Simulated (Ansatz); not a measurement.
The lowest singlet and triplet of P2 (SMILES P#P); geometries from B3LYP-D3(BJ)/def2-TZVP, each state relaxed from the structure named, with no frequency check.
Singlet (charge 0, multiplicity 1):
```json
[
 {"atom": "P", "x (Å)": "0.0000", "y (Å)": "0.0000", "z (Å)": "-0.9447"},
 {"atom": "P", "x (Å)": "0.0000", "y (Å)": "0.0000", "z (Å)": "0.9447"}
]
```

A positive gap puts the triplet lower; no zero-point energy. R- takes a restricted singlet. U- takes an unrestricted singlet (broken symmetry where lower, unprojected). The triplet is unrestricted in single-reference levels.

Programs: Ansatz (an electronic-structure program) with Gaussian orbitals. Each number belongs to the level named beside it.

Question: What is the computed gap E(singlet) − E(triplet), vertical, at the singlet's geometry (R-HF/cc-pV(T+d)Z)?

Answer: -40.7 kcal/mol

Question: Predict the gap E(singlet) − E(triplet), vertical, at the singlet's geometry from U-SVWN5/def2-TZVPP.

Answer: -73.0 kcal/mol

Question: What is the computed gap E(singlet) − E(triplet), vertical, at the singlet's geometry (R-B3LYP/def2-TZVPP)?

Answer: -65.1 kcal/mol

Doubts at one or more of the structures used: a restricted determinant that unrestricted orbitals would lower (R-HF/cc-pV(T+d)Z).
